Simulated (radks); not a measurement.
Q: S4+, 12 electrons, occupied as [Ne] 3s2. Method: non-relativistic Kohn-Sham, Slater X-alpha with alpha = 0.881, spin-polarised, spherical densities, point nucleus; computed with a radial shooting solver on a logarithmic mesh with Libxc functionals. Some entries of the table are withheld. Estimate them.

orbital,occ.,eigenvalue (eV),<1/r> (bohr^-1)
1s,2,(1),(2)
2s,2,(3),3.088
2p,6,(4),3.010
3s,2,(5),(6)

A: 
(1) 1s eigenvalue (eV): -2489.423
(2) 1s <1/r> (bohr^-1): 15.59
(3) 2s eigenvalue (eV): -279.4260
(4) 2p eigenvalue (eV): -226.8153
(5) 3s eigenvalue (eV): -68.2081
(6) 3s <1/r> (bohr^-1): 0.9668
